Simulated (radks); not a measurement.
Removal energies from the tungsten ion W11+, [Kr] 4d10 4f(5/2: 6, 7/2: 7) 5s2 5p(1/2: 2, 3/2: 0), by Delta-SCF beside the eigenvalue of the level emptied. Method: Dirac Kohn-Sham, PBE, spin-unpolarised, spherical densities, finite nucleus; Fermi nuclear charge, rms radius of each element as measured or else 0.836 A^(1/3) + 0.57 fm; computed with a radial shooting solver on a logarithmic mesh with Libxc functionals. Sub-shells are occupied by j as written (lower j first in brackets).

removed from                                  final configuration  Delta-SCF (eV)  -eigenvalue (eV)
5p1/2         [Kr] 4d10 4f(5/2: 6, 7/2: 7) 5s2 5p(1/2: 1, 3/2: 0)          234.84            224.20
4f7/2         [Kr] 4d10 4f(5/2: 6, 7/2: 6) 5s2 5p(1/2: 2, 3/2: 0)          241.56            224.98
4f5/2         [Kr] 4d10 4f(5/2: 5, 7/2: 7) 5s2 5p(1/2: 2, 3/2: 0)          244.11            227.42
5s1/2         [Kr] 4d10 4f(5/2: 6, 7/2: 7) 5s1 5p(1/2: 2, 3/2: 0)          267.86            256.66
